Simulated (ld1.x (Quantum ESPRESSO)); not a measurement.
Results of a calculation; reference values are marked as such.
## Potentials for arsenic compared

Generated with ld1.x 7.5 (TM, RRKJ, ultrasoft, PAW), atompaw 4.2 or ONCVPSP 4.0.1. The cutoff is in Ry: for ld1.x and atompaw files where the sum of valence levels is converged to 10 mRy in a Bessel basis, for ONCV files where the hardest occupied wave has 1 mHa per electron of residual kinetic energy. The error is the largest all-electron minus pseudo excitation energy over each file’s own four to seven test configurations (ionisations up to +4, promotions, holes and added fractions of an electron), all of which were solved. The labels leave out finer settings (local radius, basis sizes, second energies), which also bear on the numbers. Spin-polarised tests are not counted. The rows are a selection from randomly drawn settings: files with unsolved tests, undetermined cutoffs or missed reference levels are left out.

A true bound ghost makes a file unfit for plane-wave use even where its test errors are small: the radial tests pick states by their node count and pass the ghost by.

```csv
potential,cutoff (Ry),largest error (meV),bound ghosts
"TM, PBE, scalar-relativistic, rc 1.45/1.70/1.65 (spd), local smoothed, core correction no, reference 4s2 4p3",35,-12,d
"TM, LDA (PZ), scalar-relativistic, rc 1.15/1.75/1.40 (spd), local s, core correction no, reference 4s2 4p3",70,+539,"p, d"
"TM, LDA (PZ), non-relativistic, rc 1.40/1.55 (sp), local p, core correction yes, reference 4s2 4p3",40,-90,none
"PAW, PBEsol, scalar-relativistic, rc 1.75/1.65/1.40 (spd), local smoothed, core correction yes, reference 4s2 4p2",10,-441,d
"TM semilocal, PBE, scalar-relativistic, rc 1.25/1.65 (sp), local s, core correction no, reference 4s2 4p3",50,+131,none
"ultrasoft, revPBE, scalar-relativistic, rc 1.50/1.80/1.50 (spd), local smoothed, core correction yes, reference 4s2 4p2",15,-92,d
```

(1) Fill in the row for As: RRKJ, PBE, scalar-relativistic, rc 1.55/1.45/1.15 (spd), local d, core correction no, reference 4s2 4p2.5.

Answers

(1) cutoff 55 Ry, largest error +51 meV, bound ghosts: s, p.
